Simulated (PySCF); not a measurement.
Field gradients from PBE0/pcSseg-1 densities (PySCF, non-relativistic) at GFN2-xTB geometries, isolated species, one conformer each; χzz is the principal value of largest magnitude, with Q(17O) = −0.0256 b, Q(14N) = 0.02044 b. GFN2-xTB bond lengths can be off by several hundredths of an ångström, more for odd bonds, and the gradients follow them. The small basis limits the accuracy of the gradients.

Q: These 17O couplings (χzz in MHz, η) are listed in rising order: (-11.78, 0.83); (-10.78, 0.36); (-10.36, 0.38); (-9.924, 0.30); (-9.169, 0.49); (-7.699, 0.29). Assign them to: the aryl ether oxygen of `COc1ccn([SiH3])c1`; O6 (sulfonyl oxygen) in `[CH3:1][C@H:2]([F:3])[CH2:4][S:5](=[O:6])(=[O:7])[Cl:8]`; the silyl ether oxygen of `N#CC[C@@H]1CCO[SiH2]1`; the silyl ether oxygen of `C=C[C@H](C)O[SiH2]C#N`; the silyl ether oxygen of `C[C@]1(C#N)CC[SiH2]O1`; the silanol oxygen of `C=CC[Si@H](O)CC#N`.

A: -11.78 MHz, η 0.83: the aryl ether oxygen of `COc1ccn([SiH3])c1`; -10.78 MHz, η 0.36: the silyl ether oxygen of `C[C@]1(C#N)CC[SiH2]O1`; -10.36 MHz, η 0.38: the silyl ether oxygen of `N#CC[C@@H]1CCO[SiH2]1`; -9.924 MHz, η 0.30: the silyl ether oxygen of `C=C[C@H](C)O[SiH2]C#N`; -9.169 MHz, η 0.49: the silanol oxygen of `C=CC[Si@H](O)CC#N`; -7.699 MHz, η 0.29: O6 (sulfonyl oxygen) in `[CH3:1][C@H:2]([F:3])[CH2:4][S:5](=[O:6])(=[O:7])[Cl:8]`.

Q: These 14N couplings (χzz in MHz, η) are listed in rising order: (-5.562, 0.05); (-5.178, 0.38); (-4.688, 0.02); (-4.476, 0.09); (-2.409, 0.60). Assign them to: the nitrile nitrogen of `C=C[C@H](C#N)CO[SiH3]`; the pyrrole-type nitrogen of `COc1ccn([SiH3])c1`; N7 (silicon-bound nitrogen) in `[CH3:1][C@:2]1([CH2:3][CH2:4][F:5])[CH2:6][NH:7][SiH2:8][NH:9]1`; the cyano nitrogen of `C=C[C@H](C)O[SiH2]C#N`; the nitrile nitrogen of `C=CC[Si@H](O)CC#N`.

A: -5.562 MHz, η 0.05: the cyano nitrogen of `C=C[C@H](C)O[SiH2]C#N`; -5.178 MHz, η 0.38: N7 (silicon-bound nitrogen) in `[CH3:1][C@:2]1([CH2:3][CH2:4][F:5])[CH2:6][NH:7][SiH2:8][NH:9]1`; -4.688 MHz, η 0.02: the nitrile nitrogen of `C=C[C@H](C#N)CO[SiH3]`; -4.476 MHz, η 0.09: the nitrile nitrogen of `C=CC[Si@H](O)CC#N`; -2.409 MHz, η 0.60: the pyrrole-type nitrogen of `COc1ccn([SiH3])c1`.

All sites together:

```
nucleus                                                                                            site  Vzz (au)     η  χzz (MHz)
    17O                                                      the aryl ether oxygen of COc1ccn([SiH3])c1     1.958  0.83     -11.78
    17O                 O6 (sulfonyl oxygen) in [CH3:1][C@H:2]([F:3])[CH2:4][S:5](=[O:6])(=[O:7])[Cl:8]     1.280  0.29     -7.699
    17O                                                 the silyl ether oxygen of N#CC[C@@H]1CCO[SiH2]1     1.722  0.38     -10.36
    17O                                                 the silyl ether oxygen of C=C[C@H](C)O[SiH2]C#N     1.650  0.30     -9.924
    17O                                                 the silyl ether oxygen of C[C@]1(C#N)CC[SiH2]O1     1.792  0.36     -10.78
    17O                                                         the silanol oxygen of C=CC[Si@H](O)CC#N     1.524  0.49     -9.169
    14N                                                   the nitrile nitrogen of C=C[C@H](C#N)CO[SiH3]    -0.976  0.02     -4.688
    14N                                                  the pyrrole-type nitrogen of COc1ccn([SiH3])c1    -0.502  0.60     -2.409
    14N  N7 (silicon-bound nitrogen) in [CH3:1][C@:2]1([CH2:3][CH2:4][F:5])[CH2:6][NH:7][SiH2:8][NH:9]1    -1.078  0.38     -5.178
    14N                                                     the cyano nitrogen of C=C[C@H](C)O[SiH2]C#N    -1.158  0.05     -5.562
    14N                                                       the nitrile nitrogen of C=CC[Si@H](O)CC#N    -0.932  0.09     -4.476
```
